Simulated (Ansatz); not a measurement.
`CO[SiH](O)[SiH](O)O` + `[SiH3][O][GeH3]` → `CO[SiH](O)O[SiH3]` + `O[SiH](O)[GeH3]`  (redistribution)

Isolated molecules relaxed with PBE0-D4/def2-TZVP in Ansatz; ΔE leaves out vibrations. CCSD(T)/CBS is the MP2 limit (def2-TZVPP, def2-QZVPP) plus CCSD(T) − MP2 in def2-TZVPP, frozen cores. Functionals use def2-TZVPP. For Ge outer-core shells are correlated without core-valence functions, which leaves a few kJ/mol of doubt a bond. Scalar relativity is left out up to krypton. Each species was taken in one conformer, which may not be the lowest.

```csv
species,PBE-D4 energy (Eh)
`CO[SiH](O)[SiH](O)O`,-922.48899
`[SiH3][O][GeH3]`,-2444.85562
`CO[SiH](O)O[SiH3]`,-847.29398
`O[SiH](O)[GeH3]`,-2520.09880
```

(1) Work out ΔE.

Largest T1 diagnostic among the species: 0.012.

Results:

(1) ΔE = (-847.29398) + (-2520.09880) − (-922.48899) − (-2444.85562) = -0.04817 Eh = -126.5 kJ/mol. CCSD(T)/CBS gives -136.2 kJ/mol.

From PBE to PBE0 (25 % exact exchange), in def2-TZVPP and without D4, ΔE moves by −4.9 kJ/mol.
